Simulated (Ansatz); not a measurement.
Computed with Ansatz.

A structure relaxed at PBE0-D4/def2-TZVP, charge 0, multiplicity 1:

```xyz
11

Si   -2.0446    1.5306   -0.7039
S    -0.9371   -0.2614   -1.0204
Sb   -0.0807   -0.4869    1.2554
Si    2.2760   -1.0535    0.3821
H    -1.1658    2.6362   -0.2391
H    -2.6449    1.8890   -2.0136
H    -3.1181    1.3341    0.3053
H    -0.4808   -2.1470    1.3698
H     2.2008   -2.0312   -0.7322
H     2.9013    0.2066   -0.0941
H     3.0938   -1.6164    1.4908
```

Q: Give its formula and SMILES.

A: H7SSbSi2, `[SiH3][S][SbH][SiH3]`.

Q: Summarise the bond lengths by kind.

A: 1 × S–Si 2.130 Å; 6 × H–Si 1.484 to 1.488 Å; 1 × S–Sb 2.442 Å; 1 × Sb–Si 2.576 Å; 1 × H–Sb 1.711 Å.
